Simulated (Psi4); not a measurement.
Psi4 input (wB97X-D/6-31G*):

```
memory 1500 MB

molecule {
-1 2
Be   -0.16099011   -0.75330412   -0.36115324
Cl    1.23338061    0.37934056   -1.10525381
Cl   -1.19550058   -0.20209253    1.19023104
symmetry c1
no_reorient
no_com
}

set {
  basis 6-31G*
  reference uks
  scf_type pk
  dft_radial_points 99
  dft_spherical_points 590
  e_convergence 1e-8
  d_convergence 1e-7
  maxiter 150
}

e = energy('wb97x-d')
print_out(f'\nFINAL {e:.10f} DIPOLE {variable("CURRENT DIPOLE")[0]:.6f} {variable("CURRENT DIPOLE")[1]:.6f} {variable("CURRENT DIPOLE")[2]:.6f}\n')
```

Output:

```
   => Loading Basis Set <=

    Name: 6-31G*
    Role: ORBITAL
    Keyword: BASIS
    atoms 1   entry BE         line    77 file 6-31gs.gbs
    atoms 2-3 entry CL         line   340 file 6-31gs.gbs

   => WB97X-D: Empirical Dispersion <=

    Chai and Head-Gordon Dispersion Correction
    Chai, J.-D.; Head-Gordon, M. (2010), J. Chem. Phys., 132: 6615-6620

        s6 =       1.000000

         ---------------------------------------------------------
                                   SCF
               by Justin Turney, Rob Parrish, Andy Simmonett
                          and Daniel G. A. Smith
                              UKS Reference
         ---------------------------------------------------------

  ==> Geometry <==

    Molecular point group: c1
    Full point group: C1

    Geometry (in Angstrom), charge = -1, multiplicity = 2:

       Center              X                  Y                   Z               Mass
    ------------   -----------------  -----------------  -----------------  -----------------
         BE          -0.160990110000    -0.753304120000    -0.361153240000     9.012183065000
         CL           1.233380610000     0.379340560000    -1.105253810000    34.968852682000
         CL          -1.195500580000    -0.202092530000     1.190231040000    34.968852682000

  Running in c1 symmetry.

  Rotational constants: A =      2.33362  B =      0.08379  C =      0.08089 [cm^-1]
  Rotational constants: A =  69960.08758  B =   2511.95607  C =   2424.88907 [MHz]
  Nuclear repulsion =   82.096251354386339

  Charge       = -1
  Multiplicity = 2
  Electrons    = 39
  Nalpha       = 20
  Nbeta        = 19

  ==> Algorithm <==

  SCF Algorithm Type is PK.
  DIIS enabled.
  MOM disabled.
  Fractional occupation disabled.
  Guess Type is SAD.
  Energy threshold   = 1.00e-08
  Density threshold  = 1.00e-07
  Integral threshold = 1.00e-12

  ==> Primary Basis <==

  Basis Set: 6-31G*
    Blend: 6-31G*
    Number of shells: 22
    Number of basis functions: 53
    Number of Cartesian functions: 53
    Spherical Harmonics?: false
    Max angular momentum: 2

  ==> DFT Potential <==

   => LibXC <=

    Version 7.1.2
    S. Lehtola, C. Steigemann, M. J. T. Oliveira, and M. A. L. Marques,  SoftwareX 7, 1–5 (2018) (10.1016/j.softx.2017.11.002)

   => Composite Functional: WB97X-D <=

    wB97X-D Hyb-GGA Exchange-Correlation Functional

    J.-D. Chai and M. Head-Gordon,  Phys. Chem. Chem. Phys. 10, 6615–6620 (2008) (10.1039/B810189B)

    Deriv               =              1
    GGA                 =           TRUE
    Meta                =          FALSE

    Exchange Hybrid     =           TRUE
    MP2 Hybrid          =          FALSE

   => Exchange-Correlation Functionals <=

    1.0000   wB97X-D range-separated functional

   => Exact (HF) Exchange <=

    0.7780            HF,LR [omega = 0.2000]
    0.2220               HF

   => LibXC Density Thresholds  <==

    XC_HYB_GGA_XC_WB97X_D:  1.00E-14

   => Molecular Quadrature <=

    Radial Scheme          =       TREUTLER
    Pruning Scheme         =           NONE
    Nuclear Scheme         =       TREUTLER

    Blocking Scheme        =         OCTREE
    BS radius alpha        =              1
    Pruning alpha          =              1
    Radial Points          =             99
    Spherical Points       =            590
    Total Points           =         162838
    Total Blocks           =           1288
    Max Points             =            256
    Max Functions          =             51
    Weights Tolerance      =       1.00E-15

  ==> Integral Setup <==

  Using in-core PK algorithm.
   Calculation information:
      Number of atoms:                   3
      Number of AO shells:              22
      Number of primitives:             69
      Number of atomic orbitals:        53
      Number of basis functions:        53

      Integral cutoff                 1.00e-12
      Number of threads:                 1

  Performing in-core PK
  Using 3073788 doubles for integral storage.
  We computed 29064 shell quartets total.
  Whereas there are 32131 unique shell quartets.

  Computing range-separated integrals for PK
  We computed 29064 wK shell quartets total.
  Whereas there are 32131 wK unique shell quartets.

  ==> DiskJK: Disk-Based J/K Matrices <==

    J tasked:                  Yes
    K tasked:                  Yes
    wK tasked:                 Yes
    Omega:               2.000E-01
    Schwarz Cutoff:          1E-12


  Cached 100.0% of DFT collocation blocks in 0.198 [GiB].

  Minimum eigenvalue in the overlap matrix is 1.2458397408E-02.
  Reciprocal condition number of the overlap matrix is 2.3911565376E-03.
    Using symmetric orthogonalization.

  ==> Pre-Iterations <==

  SCF Guess: Superposition of Atomic Densities via on-the-fly atomic UHF (no occupation information).

   -------------------------
    Irrep   Nso     Nmo
   -------------------------
     A         53      53
   -------------------------
    Total      53      53
   -------------------------

  ==> Iterations <==

                        Total Energy        Delta E     RMS |[F,P]|

   @UKS iter SAD:  -934.72316272088813   -9.34723e+02   0.00000e+00
   @UKS iter   1:  -935.18837838657214   -4.65216e-01   6.00791e-03 ADIIS/DIIS
   @UKS iter   2:  -935.23197243864900   -4.35941e-02   3.66046e-03 ADIIS/DIIS
   @UKS iter   3:  -935.25038086953111   -1.84084e-02   2.11523e-04 ADIIS/DIIS
   @UKS iter   4:  -935.25049146122547   -1.10592e-04   9.44791e-05 DIIS
   @UKS iter   5:  -935.25051654616937   -2.50849e-05   2.07286e-05 DIIS
   @UKS iter   6:  -935.25052049845726   -3.95229e-06   6.04056e-06 DIIS
   @UKS iter   7:  -935.25052090424856   -4.05791e-07   1.77776e-06 DIIS
   @UKS iter   8:  -935.25052092276132   -1.85128e-08   4.20567e-07 DIIS
   @UKS iter   9:  -935.25052092397209   -1.21076e-09   9.13070e-08 DIIS
  Energy and wave function converged.

  ==> Post-Iterations <==

   Electrons on quadrature grid:
      Nalpha   =   19.9999999419 ; deviation = -5.807e-08
      Nbeta    =   18.9999999438 ; deviation = -5.619e-08
      Ntotal   =   38.9999998857 ; deviation = -1.143e-07

   @Spin Contamination Metric:   8.134040917E-04
   @S^2 Expected:                7.500000000E-01
   @S^2 Observed:                7.508134041E-01
   @S   Expected:                5.000000000E-01
   @S   Observed:                5.000000000E-01

    Orbital Energies [Eh]
    ---------------------

    Alpha Occupied:

       1A   -101.487579     2A   -101.487578     3A     -9.359387
       4A     -9.359383     5A     -7.103700     6A     -7.103690
       7A     -7.100975     8A     -7.100969     9A     -7.100428
      10A     -7.100416    11A     -3.949266    12A     -0.693707
      13A     -0.684233    14A     -0.281621    15A     -0.243868
      16A     -0.216703    17A     -0.215264    18A     -0.195093
      19A     -0.186169    20A     -0.016572

    Alpha Virtual:

      21A      0.257163    22A      0.354676    23A      0.355601
      24A      0.550860    25A      0.554776    26A      0.560560
      27A      0.565479    28A      0.684405    29A      0.684408
      30A      0.741523    31A      0.745425    32A      0.774133
      33A      0.792372    34A      0.898868    35A      0.906637
      36A      0.950720    37A      0.993072    38A      1.033779
      39A      1.120523    40A      1.148627    41A      1.174248
      42A      1.177905    43A      1.178720    44A      1.236909
      45A      1.320079    46A      1.367072    47A      1.467051
      48A      1.473125    49A      1.732088    50A      1.763774
      51A      2.973553    52A      4.575395    53A      4.579076

    Beta Occupied:

       1A   -101.487151     2A   -101.487151     3A     -9.358885
       4A     -9.358880     5A     -7.102835     6A     -7.102822
       7A     -7.100711     8A     -7.100705     9A     -7.099693
      10A     -7.099683    11A     -3.944516    12A     -0.690820
      13A     -0.681408    14A     -0.275399    15A     -0.237269
      16A     -0.213715    17A     -0.209137    18A     -0.194653
      19A     -0.184009

    Beta Virtual:

      20A      0.201851    21A      0.268142    22A      0.354616
      23A      0.368562    24A      0.556459    25A      0.567798
      26A      0.582783    27A      0.598843    28A      0.686448
      29A      0.694226    30A      0.742541    31A      0.745720
      32A      0.773531    33A      0.794199    34A      0.897830
      35A      0.912495    36A      0.964133    37A      1.005350
      38A      1.052847    39A      1.126365    40A      1.155102
      41A      1.175611    42A      1.179134    43A      1.181364
      44A      1.252044    45A      1.336459    46A      1.375611
      47A      1.479071    48A      1.487419    49A      1.744794
      50A      1.776926    51A      3.019820    52A      4.577743
      53A      4.581069

    Final Occupation by Irrep:
              A
    DOCC [    19 ]
    SOCC [     1 ]
    NA   [    20 ]
    NB   [    19 ]

  @UKS Final Energy:  -935.25052092397209

   => Energetics <=

    Nuclear Repulsion Energy =             82.0962513543863395
    One-Electron Energy =               -1462.9183468408105000
    Two-Electron Energy =                 488.9850947759218229
    DFT Exchange-Correlation Energy =     -43.4132350466517352
    Empirical Dispersion Energy =          -0.0002851668180311
    VV10 Nonlocal Energy =                  0.0000000000000000
    Total Energy =                       -935.2505209239719761

  UHF NO Occupations:
  HONO-2 :   18  A 1.9998911
  HONO-1 :   19  A 1.9997952
  HONO-0 :   20  A 1.0000000
  LUNO+0 :   21  A 0.0002048
  LUNO+1 :   22  A 0.0001089
  LUNO+2 :   23  A 0.0000648
  LUNO+3 :   24  A 0.0000170

Computation Completed

Properties will be evaluated at   0.000000,   0.000000,   0.000000 [a0]

Properties computed using the SCF density matrix

 Multipole Moments:

 ------------------------------------------------------------------------------------
     Multipole            Electronic (a.u.)      Nuclear  (a.u.)        Total (a.u.)
 ------------------------------------------------------------------------------------

 L = 1.  Multiply by 2.5417464519 to convert [e a0] to [Debye]
 Dipole X            :          0.1420733            0.0000001            0.1420735
 Dipole Y            :          0.6647894            0.0000001            0.6647895
 Dipole Z            :          0.3187172           -0.0000001            0.3187171
 Magnitude           :                                                    0.7508066

 ------------------------------------------------------------------------------------

FINAL -935.2505209240 DIPOLE 0.142073 0.664789 0.318717

*** Psi4 exiting successfully. Buy a developer a beer!
```

The dipole moment of an ion depends on the origin.
